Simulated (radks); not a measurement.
Results of a calculation; reference values are marked as such.
Question: Neutral copper, [Ar] 3d10 4s1. Level of theory: non-relativistic Kohn-Sham, exchange-only LDA, spin-polarised, spherical densities, point nucleus (a radial shooting solver on a logarithmic mesh with Libxc functionals). Every spin shell is full or empty, so the densities are truly spherical. Functionals are evaluated on that one density, not self-consistently. Rank these orbital-free kinetic functionals by their error against the exact value of the orbitals, and give that value: Thomas-Fermi, TF + vW, TF + vW/9, LC94, APBEK, revAPBEK, Perdew 92, Thakkar, Pearson, LKT, PG1, DePristo-Kress, Ernzerhof.

Answer: Exact: 1635.24 hartree. From best to worst, with 100 (|E| - |E exact|)/|E exact| (equal figures are ties): APBEK -0.07, LC94 -0.16, revAPBEK +0.17, DePristo-Kress -0.24, Ernzerhof -0.53, Thakkar -0.59, Perdew 92 -0.92, TF + vW/9 -0.93, Pearson -1.36, Thomas-Fermi -6.47, PG1 +18.67, LKT +23.58, TF + vW +43.41.
